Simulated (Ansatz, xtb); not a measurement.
Reaction (SMILES): CN(C)B(O)O [dimethylaminoboronic acid] + 5 [H][H] (H2) -> B (BH3) + 2 C (CH4) + N (NH3) + 2 O (H2O)
Each molecule is optimised on its own at B3LYP-D3(BJ)/def2-TZVP (Ansatz, an electronic-structure program), one conformer each, not searched for the lowest.

Property: energy of full hydrogenation (electronic energy difference), in eV. Correlated levels leave the core frozen unless marked. No spin-orbit coupling. Non-relativistic. CBS marks a two-point X^-3 extrapolation of the correlation energy; Hartree-Fock from the larger set.

```
level     program  energy of full hydrogenation (eV)
--------  -------  ---------------------------------
GFN2-xTB      xtb                               0.29
```

### Question
What does CCSD(T)/CBS(cc-pVTZ,cc-pVQZ) (Ansatz) give?

### Answer
1.19 eV, so GFN2-xTB differs from it by -0.90 eV.
